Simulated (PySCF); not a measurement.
## Excitation energy of Sb by level of theory

Sb [Kr] 4d10 5s2 5p3 (4S) → Sb [Kr] 4d10 5s2 5p2 6s1, s spin flipped, as a difference of total energies. Calculation: PySCF 2.14, in x2c-TZVPPall with one added diffuse shell each of s, p, d, f type (9s7p5d3f, 76 functions); scalar relativity by spin-free X2C-1e. Correlated levels: valence and next inner shell: [Ar] 3d10 frozen. The calculations carry no spin-orbit coupling.

| method | excitation energy (cm⁻¹) |
| --- | --- |
| UHF | 50829 |
| MP2 (valence and next inner shell) | 51853 |
| SCS-MP2 (valence and next inner shell) | 50618 |

The upper determinant mixes two multiplicities, so it lies between the two terms.

The promoted electron is Rydberg-like, and one or two diffuse shells describe it only roughly, which tends to raise the upper state.
